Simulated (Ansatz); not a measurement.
Born–Oppenheimer molecular dynamics of F2GeH2O (6 atoms, charge 0, multiplicity 1). It goes on from the last frame of an earlier run, with new velocities.

The calculation used RKS PBE0/def2-SVP in Ansatz 0.2.0.

```json
{
 "ensemble": "NVT, Langevin thermostat",
 "time step": "0.5 fs",
 "steps asked": "166",
 "set temperature": "500 K",
 "friction": "0.05 /fs",
 "seed": "754484"
}
```

First frame:

```xyz
6
Properties=species:S:1:pos:R:3
Ge -0.127 0.099 -0.004
O -0.536 0.203 1.681
H -0.852 -0.688 1.955
F 1.525 -0.134 -0.317
H -0.494 1.332 -0.668
F -0.940 -1.317 -0.597
```

How far do the bonds stretch over the last three quarters of this one trajectory? (Pairs bonded in most of those frames.)


| bond | mean (Å) | spread (Å) | shortest | longest |
| --- | --- | --- | --- | --- |
| Ge1–O2 | 1.737 | 0.037 | 1.67 | 1.80 |
| Ge1–F4 | 1.718 | 0.039 | 1.66 | 1.77 |
| Ge1–H5 | 1.523 | 0.062 | 1.41 | 1.66 |
| Ge1–F6 | 1.717 | 0.018 | 1.66 | 1.74 |
| O2–H3 | 0.968 | 0.023 | 0.92 | 1.03 |

Mean temperature of the second half: 527 K. A run of 0.083 ps of so small a system gives no equilibrium averages.

The run took 4.3 min on 2 threads of AMD EPYC 7R43 64-Core Processor (Zen 3) (shared host), peak memory 0.18 GiB.
